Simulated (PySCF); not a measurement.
Computed shifts of a molecule C₂H₇AlOS, PBE0/pcSseg-1 (PySCF), GIAO, gas phase, atoms alike by connectivity averaged where their shifts nearly agree, in ppm (number of nuclei): ¹H: 4.87 (1), 4.22 (3), 2.53 (3). ¹³C: 56.7 (1), 12.5 (1). References: ¹H against TMS (σ = 31.56 ppm); ¹⁷O against H2O (σ = 334.2 ppm); ¹³C against TMS (σ = 186.3 ppm); ³³S against H2S (σ = 716.7 ppm), references at their B3LYP-D3(BJ)/def2-TZVP geometries, non-relativistic. Geometry: ωB97X-D3(BJ)/def2-SVP. One conformer was computed; it need not be the lowest.

Task: Identify the compound among the candidates.
(A) C[S][Al]([CH3])[OH]
(B) C[O][Al]([CH3])[SH]
(C) C[O][AlH][S]C

Result: C, C[O][AlH][S]C
